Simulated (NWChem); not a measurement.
System: ZnSH cation; SMILES [SH][Zn+]

Here is an NWChem input.

```
start job
memory heap 200 mb stack 900 mb global 1100 mb
charge 1
geometry units angstroms noautosym nocenter noautoz
  Zn     0.006657     0.765466     0.000000
  S     -0.072202    -1.393787     0.000000
  H      1.283916    -1.492407     0.000000
end
basis spherical
  * library pcsseg-1
end
dft
  xc slater vwn_5
  iterations 150
end
property
  shielding
end
task dft property
```

The geometry was optimised at PBE0/def2-SVP.

GIAO values for the isolated, static molecule; σ is the absolute isotropic shielding, δ = σ(reference) − σ with the isolated reference molecule computed at the same levels (1H: tetramethylsilane).

Atoms are numbered as in the input.

### Question
Predict the main results of this run. (LDA (Slater exchange, VWN5)/pcSseg-1, GIAO.) Quantities: σ Zn1 (ppm); σ S2 (ppm); δ H3 (ppm).

### Answer
```yaml
"σ Zn1 (ppm)": 2478.0
"σ S2 (ppm)": -46.6
"δ H3 (ppm)": 9.26
```
